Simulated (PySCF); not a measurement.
Si(Cl)(Br)2(OH) (Br2ClHOSi), SMILES [Si](O)(Cl)(Br)Br. Atoms are numbered in the order given.

```xyz
6

O     -1.6273    -0.7046    -1.1161
Si    -0.4514    -0.3240    -0.0414
Cl    -0.6851    -1.3714     1.7039
Br     1.4524    -0.8568    -0.9801
Br    -0.4948     1.8271     0.4494
H     -2.5337    -0.4742    -0.8838
```
Charge 0, spin multiplicity 1.

Coordinates come from a PBE0-D3(BJ)/def2-SVP optimisation. This is a generated structure with no PubChem entry under its InChIKey; it may be hypothetical. Other conformers were not sampled.

Level of theory: PBE/def2-TZVP (PySCF).

The molecule is in vacuum.

Computed frontier levels, gap, dipole moment and polarisability:
highest occupied level: -7.38 eV
lowest empty level: -1.75 eV
orbital gap: 5.63 eV
dipole moment: 1.44 D
quadrupole, principal values (traceless, Buckingham form, about the centre of nuclear charge): -5.09, -3.21, 8.30 D·Å
mean static polarisability: 78.0 bohr³ (11.56 Å³)
polarisability, principal values: 65.5, 80.0, 88.6 bohr³
